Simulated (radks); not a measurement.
Values are calculated unless marked as measured or tabulated.
Spin polarisation of the 4f7 shell in the europium ion Eu+. Start: [Xe] 4f(up 3.5, down 3.5) 6s(up 0.5, down 0.5); electrons of 4f are moved from spin down to spin up, other shells keep equal spins. Code: a radial shooting solver on a logarithmic mesh with Libxc functionals. Model: scalar-relativistic Kohn-Sham, r2SCAN, spin-polarised, spherical densities, finite nucleus; meta-GGA in the generalised Kohn-Sham scheme; Fermi nuclear charge, rms radius of each element as measured or else 0.836 A^(1/3) + 0.57 fm.

| moment (Bohr magnetons) | E - E(0) (eV) | e(4f up) (eV) | e(4f down) (eV) | 6s down minus up (eV) | 5p down minus up (eV) |
|---|---|---|---|---|---|
| 0 | 0.000 | -8.647 | -8.647 | 0.000 | 0.000 |
| 1 | -0.236 | -9.096 | -8.153 | 0.064 | 0.367 |
| 2 | -0.943 | -9.499 | -7.616 | 0.128 | 0.737 |
| 3 | -2.120 | -9.854 | -7.034 | 0.193 | 1.109 |
| 4 | -3.764 | -10.155 | -6.405 | 0.259 | 1.487 |
| 5 | -5.871 | -10.395 | -5.725 | 0.328 | 1.872 |
| 6 | -8.434 | -10.562 | -4.988 | 0.401 | 2.268 |
| 7 | -11.445 | -10.633 | -4.181 | 0.482 | 2.677 |

At moment 7 the spin-polarisation energy is -11.445 eV and the 4f exchange splitting 6.452 eV, that is 0.922 eV per Bohr magneton; E = -I m^2/4 would give I = 0.934 eV.
